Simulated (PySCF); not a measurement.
A structure optimised at PBE-D3(BJ)/def2-SVP, used in a PySCF frequency run:

```xyz
5

Sn    -0.3038     0.8096     0.0000
F      1.4531     1.6712     0.0000
Br     0.1199    -1.6575     0.0000
H     -1.0434     1.2471    -1.4911
H     -1.0434     1.2471     1.4911
```

**Question.** Write its SMILES, formula and point group.

**Answer.** [F][SnH2][Br], BrFH₂Sn, Cs

**Question.** What are its rotational constants (standard atomic weights)?

**Answer.** 8.5823, 1.4117, 1.2390 GHz
